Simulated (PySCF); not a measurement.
## Basis-set dependence of excited states

Species: C4H14GaN.
SMILES with atom numbers: `[CH3:1][CH2:2][CH2:3][N@H+:4]([CH3:5])[GaH3-:6]` (hydrogens: H7, H8, H9 on C1; H10, H11 on C2; H12, H13 on C3; H14 on N4; H15, H16, H17 on C5; H18, H19, H20 on Ga6)

TDDFT with PBE0 (PySCF), vertical singlets, core orbitals frozen in the response, spherical d and f functions. Isolated species at its PBE0-D3(BJ)/def2-SVP geometry (one conformer only). Relativistic effects, spin–orbit coupling among them, are left out although an element past zinc is present.

Compare 6-31G*, def2-SVP, aug-cc-pVDZ and def2-TZVP for this molecule.

| basis | functions | diffuse | S1 (eV) | S2 (eV) | S3 (eV) | S4 (eV) | S5 (eV) | LUMO (eV) | α (au) |
| --- | --- | --- | --- | --- | --- | --- | --- | --- | --- |
| 6-31G* | 130 | no | 6.68 | 6.80 | 7.87 | 8.12 | 8.29 | 0.70 | 78.8 |
| def2-SVP | 172 | no | 6.73 | 6.85 | 7.86 | 7.94 | 7.98 | 0.74 | 82.3 |
| aug-cc-pVDZ | 277 | yes | 6.07 | 6.21 | 6.58 | 6.65 | 6.80 | -0.40 | 96.4 |
| def2-TZVP | 287 | no | 6.52 | 6.64 | 7.46 | 7.53 | 7.58 | 0.36 | 91.5 |

States are compared by their number. Against the only diffuse basis here (aug-cc-pVDZ, itself not a converged limit), sets without diffuse functions differ by up to 0.66 eV in S1 and 1.49 eV in S5. Every set without diffuse functions puts S1 more than 0.3 eV higher, so even the lowest state needs them here. State by state, the largest deviation of a set without diffuse functions is S1 0.66, S2 0.65, S3 1.29, S4 1.48, S5 1.49 eV. The same number needn't mean the same state in each row. Against aug-cc-pVDZ the polarisability deviates by -18% in 6-31G*, -15% in def2-SVP, -5% in def2-TZVP.
